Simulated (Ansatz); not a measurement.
Ansatz (a program for electronic structure) input:

Ansatz 0.2 input:
```yaml
crystal:
  periodic: [false, false, false]
  atoms:
    - {symbol: Cs, position_ang: [-0.00000000, -0.00000000, -2.36930431]}
    - {symbol: Cs, position_ang: [0.00000000, 0.00000000, 2.36930431]}
basis:
  gaussian:
    orbitals: def2-TZVP
hamiltonian:
  xc: {name: PBE}
relax: {f_tol: 0.003, max_steps: 100}
```

**Question.** What final total energy does it print?

**Answer.** -40.31225 Eh (PBE/def2-TZVP). The basis has 58 functions.
